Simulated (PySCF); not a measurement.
C3H5ClOSi, SMILES C#CC[Si@@H](O)Cl.

Coordinates come from a B3LYP-D3(BJ)/def2-SVP optimisation. The structure was generated by enumeration; whether it is a known compound was not checked. The values are those of a single conformer.

Two levels are set side by side: PBE/def2-TZVP (PySCF) and M06-2X/def2-TZVP (PySCF). Same geometry, gas phase. Differences are taken from unrounded values.

| quantity | M06-2X | PBE | PBE minus M06-2X |
|---|---|---|---|
| orbital gap (eV) | 9.80 | 5.74 | -4.05 |
| highest occupied level (eV) | -8.79 | -6.36 | 2.43 |
| lowest empty level (eV) | 1.01 | -0.62 | -1.62 |
| dipole moment (D) | 1.64 | 1.70 | 0.06 |
| mean polarisability (bohr³) | 70.2 | 73.8 | 3.6 |

Without exact exchange PBE keeps part of each electron's self-repulsion, which lifts occupied levels and narrows the gap. Loosely held outer electrons make PBE densities more polarisable. Differences between two approximate levels are no errors against the true value.

Rough cost on one machine, each run with all the roots and properties that it gave: M06-2X against PBE about 4 times.
